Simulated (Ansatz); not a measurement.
Cartesian coordinates in Å:
```
C 1.1160 0.3773 0.9270
C -0.0838 -0.3113 0.2894
C 0.2897 -1.1325 -0.9380
Ga -1.5214 0.9746 -0.1153
Cl -1.7890 2.8079 0.9628
Cl -2.9716 0.6580 -1.6618
H 1.6084 1.0571 0.2262
H 1.8600 -0.3661 1.2330
H 0.8409 0.9581 1.8097
H -0.5421 -0.9777 1.0318
H 0.7503 -0.5120 -1.7116
H -0.5746 -1.6277 -1.3850
H 1.0171 -1.9057 -0.6683
```

Charge 0, multiplicity 1.

Problem. List the PBE0/def2-TZVPP orbital energies in eV (Ansatz). (Estimate.)

Solution. Computed: Occupied: -10148.16, -2767.13, -2767.13, -1253.96, -1110.15, -1110.06, -1110.03, -279.01, -278.37, -278.37, -258.97, -258.97, -197.23, -197.23, -197.13, -197.13, -197.11, -197.11, -152.29, -105.29, -105.08, -104.98, -24.58, -24.49, -24.31, -24.27, -24.23, -22.59, -22.29, -22.01, -19.69, -16.72, -13.46, -13.03, -12.03, -11.92, -11.26, -10.34, -10.16, -10.14, -9.52, -9.50, -9.07, -8.84, -8.08. Lowest empty: -1.23, -0.72, 1.14, 1.40, 2.05, 2.63, 2.87, 3.00.
